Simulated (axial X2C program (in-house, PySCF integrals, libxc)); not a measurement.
Testing model relations on YS⁺

A bond curve at the CCSD(T) level, with spin–orbit coupling, was computed with an in-house all-electron X2C program for linear molecules (integrals from PySCF) (basis Y dyall-cv3z [11s12p9d6f3g], S dyall-av3z [9s8p3d2f] (cores contracted in-house)) for the state Ω = 0 (closed shell). Its fit gives Re = 2.2632 Å, ωe = 508.7 cm⁻¹, ωexe = 1.2 cm⁻¹ and αe = 4.317e-04 cm⁻¹; the masses are 88.9058 and 31.9721 u. Two-component means X2C with spin–orbit coupling and atomic mean-field Coulomb and Gaunt terms.

Correlated methods: 8 electrons correlated (number of frozen shells: Y 4 s, 3 p, 1 d; S 2 s, 1 p), 310 virtual spin orbitals or spinors in MP2, 90 natural virtuals in coupled cluster.

Find the reduced mass, Be and the force constant.

From the CCSD(T) values: μ = 23.5155 u. Be = 16.8576/(μ Re²) = 0.14 cm⁻¹. k = 5.8918×10⁻⁷ μ ωe² = 3.59 mdyn/Å.

A Morse curve ties αe to the other constants (Pekeris). How well does that hold?

αe(Morse) = 6Be²/ωe × (√(ωexe/Be) − 1) = 4.455e-04 cm⁻¹; the CCSD(T) curve gives 4.317e-04 cm⁻¹, a ratio of 1.03.

Give B0, the J = 1←0 line in GHz and the most populated J at 300 K (kT = 208.5 cm⁻¹).

B0 = Be − αe/2 = 0.1397 cm⁻¹; 2B0 = 8.379 GHz; J(max) ≈ √(kT/2B0) − 1/2 = 26.8, so J = 27.

Estimate the centrifugal constant by the Kratzer relation.

D = 4Be³/ωe² = 4.24e-08 cm⁻¹.

Where do the fundamental and the first overtone lie?

ν(1←0) = ωe − 2ωexe = 506.3 cm⁻¹; ν(2←0) = 2ωe − 6ωexe = 1010.2 cm⁻¹.

Occupations by symmetry block were frozen at the best pattern of an incomplete PBE0 search. Coupled cluster ran in a truncated set of natural virtual spinors; the MP2 energy of the rest was added. (T) has no such correction and the atoms are truncated less, which lowers De at CCSD(T) by a hundredth of an eV or more. The outer-core s and p shells of the metal are frozen in the correlated rows, which leaves out core–valence correlation; for alkali and alkaline-earth bonds that tends to lengthen them. With the outer-core shells frozen, correlated bond lengths of heavy atoms tend to come out a few hundredths of an ångström too long.
